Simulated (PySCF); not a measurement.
Species: VOF3 (singlet state).
Geometry (PBE0-D3(BJ)/def2-SVP, Å), atoms numbered from 1 in this order:
```
atom  x, y, z in Å
V1     0.000    0.000    0.015
O2    -0.002   -0.011    1.547
F3     1.612    0.010   -0.518
F4    -0.810    1.397   -0.513
F5    -0.800   -1.396   -0.531
```

Method used: PBE0-D3(BJ)/def2-SVP geometry optimisation, gas phase in PySCF.

Task: Which atoms are bound to V1, and at what distances?

Result: 4 atoms: O2 1.532 Å, F3 1.698 Å, F4 1.698 Å, F5 1.698 Å.

Task: List the angles at V1.

Result: 
```csv
angle,degrees,distance of the outer atoms (Å)
F4–V1–F5,110.6,2.79
F3–V1–F5,110.6,2.79
F3–V1–F4,110.5,2.79
O2–V1–F4,108.4,2.62
O2–V1–F5,108.4,2.62
O2–V1–F3,108.3,2.62
```

Task: What is the shape at V1?

Result: Tetrahedral: angles from 108.3° to 110.6°; τ4 = (360° − α − β)/141° = 0.98 with α and β the two widest (0 for a square, 1 for a tetrahedron).

Task: What are the rotational constants (commonest isotopes, rigid rotor)?

Result: A = 3961, B = 3959, C = 3413 MHz: an oblate symmetric top.

Point group: C3v (every atom within 0.08 Å of its image). Charge 0, singlet. No PBE0-D3(BJ)/def2-SVP frequencies stand behind this structure, so it isn't proved a minimum.
